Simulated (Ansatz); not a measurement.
Species: HAlF₂, SMILES `[F][AlH][F]` (charge 0, multiplicity 1).

Question: Give a relaxed geometry from Ansatz (a first-principles code) with B3LYP-D3(BJ)/def2-TZVP.

Answer: the end point of this relaxation (outside a Z-matrix the atoms follow the SMILES, hydrogens last).
Z-matrix (Å, degrees):
```
Al
F 1 1.6442
F 1 1.6442 2 117.94
H 1 1.5533 2 121.03 3 179.95
```
